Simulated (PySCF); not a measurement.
PySCF input (M06-2X/def2-TZVPD):

```python
from pyscf import gto, scf, dft

mol = gto.M(
    atom='''
    C    -1.94066977   -0.20121438   -0.31648920
    C    -0.62923603   -0.04730212    0.46914420
    C     0.51162928    0.04847064   -0.49660367
    O     1.82473023    0.25090033    0.33402368
    H    -1.93813166   -1.10196070   -0.93088562
    H    -2.12155977    0.66026270   -0.95969761
    H    -2.76997795   -0.27577569    0.38432706
    H    -0.66563911    0.85062281    1.08836225
    H    -0.49501407   -0.91382610    1.12395151
    H     0.50525323    0.94365504   -1.11189190
    H     0.68600474   -0.84917172   -1.08515396
    H     2.64514613    0.25645477   -0.19366755
    H     1.90573590   -0.37718851    1.07615838
    ''',
    basis='def2-tzvpd',
    charge=1,
    spin=0,
    verbose=4,
)

mf = dft.RKS(mol, xc='m062x').density_fit(auxbasis='def2-universal-jkfit')
mf.grids.level = 4
mf.conv_tol = 1e-9
mf.max_cycle = 100
mf.max_memory = 1500
mf.kernel()
if not mf.converged:
    mf = mf.newton()
    mf.kernel(mf.make_rdm1())
mf.analyze()
```

Output:

```
PySCF version 2.14.0

[INPUT] verbose = 4
[INPUT] num. atoms = 13
[INPUT] num. electrons = 34
[INPUT] charge = 1
[INPUT] spin (= nelec alpha-beta = 2S) = 0
[INPUT] symmetry False subgroup None
[INPUT] Mole.unit = angstrom
[INPUT] Symbol           X                Y                Z      unit          X                Y                Z       unit  Magmom
[INPUT]  1 C     -1.940669770000  -0.201214380000  -0.316489200000 AA   -3.667334363523  -0.380240070524  -0.598077909383 Bohr   0.0
[INPUT]  2 C     -0.629236030000  -0.047302120000   0.469144200000 AA   -1.189083764409  -0.089388051911   0.886554050928 Bohr   0.0
[INPUT]  3 C      0.511629280000   0.048470640000  -0.496603670000 AA    0.966839216508   0.091596234682  -0.938444928754 Bohr   0.0
[INPUT]  4 O      1.824730230000   0.250900330000   0.334023680000 AA    3.448240385915   0.474132908263   0.631213274319 Bohr   0.0
[INPUT]  5 H     -1.938131660000  -1.101960700000  -0.930885620000 AA   -3.662538030749  -2.082403923034  -1.759118875096 Bohr   0.0
[INPUT]  6 H     -2.121559770000   0.660262700000  -0.959697610000 AA   -4.009166922195   1.247715673266  -1.813565645300 Bohr   0.0
[INPUT]  7 H     -2.769977950000  -0.275775690000   0.384327060000 AA   -5.234499696584  -0.521140525913   0.726272885659 Bohr   0.0
[INPUT]  8 H     -0.665639110000   0.850622810000   1.088362250000 AA   -1.257875615699   1.607444146208   2.056706576815 Bohr   0.0
[INPUT]  9 H     -0.495014070000  -0.913826100000   1.123951510000 AA   -0.935441020106  -1.726881054479   2.123960531191 Bohr   0.0
[INPUT] 10 H      0.505253230000   0.943655040000  -1.111891900000 AA    0.954790228252   1.783249581665  -2.101171171122 Bohr   0.0
[INPUT] 11 H      0.686004740000  -0.849171720000  -1.085153960000 AA    1.296361078753  -1.604701983526  -2.050643787387 Bohr   0.0
[INPUT] 12 H      2.645146130000   0.256454770000  -0.193667550000 AA    4.998601745153   0.484629278638  -0.365978628716 Bohr   0.0
[INPUT] 13 H      1.905735900000  -0.377188510000   1.076158380000 AA    3.601318916752  -0.712782981233   2.033644604856 Bohr   0.0

nuclear repulsion = 137.322184471215
number of shells = 98
number of NR pGTOs = 310
number of NR cGTOs = 232
basis = def2-tzvpd
ecp = {}

******** <class 'pyscf.df.df_jk.DFRKS'> ********
method = DFRKS
initial guess = minao
damping factor = 0
level_shift factor = 0
DIIS = <class 'pyscf.scf.diis.CDIIS'>
diis_start_cycle = 1
diis_space = 8
diis_damp = 0
SCF conv_tol = 1e-09
SCF conv_tol_grad = None
SCF max_cycles = 100
direct_scf = False
XC library pyscf.dft.libxc version 7.1.2
    S. Lehtola, C. Steigemann, M. J. T. Oliveira, and M. A. L. Marques,  SoftwareX 7, 1–5 (2018)
XC functionals = m062x
    Y. Zhao and D. G. Truhlar,  Theor. Chem. Acc. 120, 215 (2008)
    Y. Zhao and D. G. Truhlar,  Theor. Chem. Acc. 120, 215 (2008)
radial grids:
    Treutler-Ahlrichs [JCP 102, 346 (1995); DOI:10.1063/1.469408] (M4) radial grids

becke partition: Becke, JCP 88, 2547 (1988); DOI:10.1063/1.454033
pruning grids: <function nwchem_prune>
grids dens level: 4
symmetrized grids: False
atomic radii adjust function: <function treutler_atomic_radii_adjust>
small_rho_cutoff = 0
Set gradient conv threshold to 3.16228e-05
Initial guess from minao.
[...]
cycle= 9 E= -194.642772529957  delta_E= -6.99e-10  |g|= 1.59e-05  |ddm|= 0.000101
  HOMO = -0.577688125553742  LUMO = -0.192678169601173  gap/eV = 10.47665
Extra cycle  E= -194.642772529999  delta_E= -4.16e-11  |g|= 1.2e-05  |ddm|= 4.68e-05
converged SCF energy = -194.642772529999
**** SCF Summaries ****
Total Energy =                        -194.642772529998865
Nuclear Repulsion Energy =             137.322184471214882
One-electron Energy =                 -526.823552252634499
Two-electron Energy =                  194.858595251420752
Two-electron Coulomb Energy =          222.729375580981952
DFT Exchange-Correlation Energy =      -27.870780329561192
HOMO-LUMO gap [eV] =                    10.476654532968553
**** MO energy ****
MO #1   energy= -19.9759353276753  occ= 2
MO #2   energy= -10.8283040488128  occ= 2
MO #3   energy= -10.7264287420075  occ= 2
MO #4   energy= -10.6868346961063  occ= 2
MO #5   energy= -1.4843733913974   occ= 2
MO #6   energy= -1.10013289753137  occ= 2
MO #7   energy= -0.985787979462685 occ= 2
MO #8   energy= -0.948291830965687 occ= 2
MO #9   energy= -0.865048704158479 occ= 2
MO #10  energy= -0.830816367910909 occ= 2
MO #11  energy= -0.780876867602078 occ= 2
MO #12  energy= -0.715312633890939 occ= 2
MO #13  energy= -0.677679697576846 occ= 2
MO #14  energy= -0.644982439790947 occ= 2
MO #15  energy= -0.607212970264108 occ= 2
MO #16  energy= -0.588616290471079 occ= 2
MO #17  energy= -0.577688125553742 occ= 2
MO #18  energy= -0.192678169601173 occ= 0
MO #19  energy= -0.132031368845204 occ= 0
MO #20  energy= -0.128356128264993 occ= 0
MO #21  energy= -0.106183870785032 occ= 0
MO #22  energy= -0.0918264584815287 occ= 0
MO #23  energy= -0.0788936515375949 occ= 0
MO #24  energy= -0.070207697705594 occ= 0
MO #25  energy= -0.0565312242181297 occ= 0
MO #26  energy= -0.0497260816037593 occ= 0
MO #27  energy= -0.0443819461333596 occ= 0
MO #28  energy= -0.0304512081642053 occ= 0
MO #29  energy= -0.0168475493465134 occ= 0
MO #30  energy= -0.00993978125874355 occ= 0
MO #31  energy= 0.00539980897988251 occ= 0
MO #32  energy= 0.0156478759830611 occ= 0
MO #33  energy= 0.0187904156640632 occ= 0
MO #34  energy= 0.0269832948972246 occ= 0
MO #35  energy= 0.0355932865025718 occ= 0
MO #36  energy= 0.04378808534887   occ= 0
MO #37  energy= 0.0569514081818317 occ= 0
MO #38  energy= 0.0618834826431208 occ= 0
MO #39  energy= 0.0770687270467619 occ= 0
MO #40  energy= 0.0808995995576739 occ= 0
MO #41  energy= 0.0852693780752285 occ= 0
MO #42  energy= 0.0875507579565167 occ= 0
MO #43  energy= 0.0996194214138711 occ= 0
MO #44  energy= 0.115012140746367  occ= 0
MO #45  energy= 0.122387037990139  occ= 0
MO #46  energy= 0.129526734353748  occ= 0
MO #47  energy= 0.13625463463682   occ= 0
MO #48  energy= 0.147409235005403  occ= 0
MO #49  energy= 0.158493412738644  occ= 0
MO #50  energy= 0.163017931763044  occ= 0
MO #51  energy= 0.164641554613682  occ= 0
MO #52  energy= 0.166566310532093  occ= 0
MO #53  energy= 0.172127478240139  occ= 0
MO #54  energy= 0.174118197213716  occ= 0
MO #55  energy= 0.182637068629349  occ= 0
MO #56  energy= 0.184979808227428  occ= 0
MO #57  energy= 0.191766860747698  occ= 0
MO #58  energy= 0.196789456449767  occ= 0
MO #59  energy= 0.206815474820733  occ= 0
MO #60  energy= 0.213422861256341  occ= 0
MO #61  energy= 0.220214754169935  occ= 0
MO #62  energy= 0.23192896077992   occ= 0
MO #63  energy= 0.243534505175243  occ= 0
MO #64  energy= 0.247563151828664  occ= 0
MO #65  energy= 0.257337923471153  occ= 0
MO #66  energy= 0.273666928307591  occ= 0
MO #67  energy= 0.278224298203505  occ= 0
MO #68  energy= 0.287889952068476  occ= 0
MO #69  energy= 0.295709366409494  occ= 0
MO #70  energy= 0.300448145942905  occ= 0
MO #71  energy= 0.314388436616583  occ= 0
MO #72  energy= 0.319006008908872  occ= 0
MO #73  energy= 0.332925696480241  occ= 0
MO #74  energy= 0.337201354725346  occ= 0
MO #75  energy= 0.35142524035481   occ= 0
MO #76  energy= 0.357234820605647  occ= 0
MO #77  energy= 0.363798757830746  occ= 0
MO #78  energy= 0.375423526148821  occ= 0
MO #79  energy= 0.386240166190054  occ= 0
MO #80  energy= 0.406454924993654  occ= 0
MO #81  energy= 0.428488454390937  occ= 0
MO #82  energy= 0.438404019636476  occ= 0
MO #83  energy= 0.450738184988966  occ= 0
MO #84  energy= 0.460276819017658  occ= 0
MO #85  energy= 0.470865672455785  occ= 0
MO #86  energy= 0.498986417403952  occ= 0
MO #87  energy= 0.506083094098798  occ= 0
MO #88  energy= 0.519014157894006  occ= 0
MO #89  energy= 0.527495844941296  occ= 0
MO #90  energy= 0.536618881103938  occ= 0
MO #91  energy= 0.554874784574451  occ= 0
MO #92  energy= 0.566837742345378  occ= 0
MO #93  energy= 0.569529360542797  occ= 0
MO #94  energy= 0.57692069112983   occ= 0
MO #95  energy= 0.583901190534995  occ= 0
MO #96  energy= 0.585872125913308  occ= 0
MO #97  energy= 0.616081341107905  occ= 0
MO #98  energy= 0.61839808059487   occ= 0
MO #99  energy= 0.632432547095648  occ= 0
MO #100 energy= 0.647042731653968  occ= 0
MO #101 energy= 0.665931730238886  occ= 0
MO #102 energy= 0.677668360134002  occ= 0
MO #103 energy= 0.70992491897934   occ= 0
MO #104 energy= 0.738945166134161  occ= 0
MO #105 energy= 0.758248270963705  occ= 0
MO #106 energy= 0.763230139260412  occ= 0
MO #107 energy= 0.809425341489603  occ= 0
[...]
```

It need not be the lowest isomer of its formula.
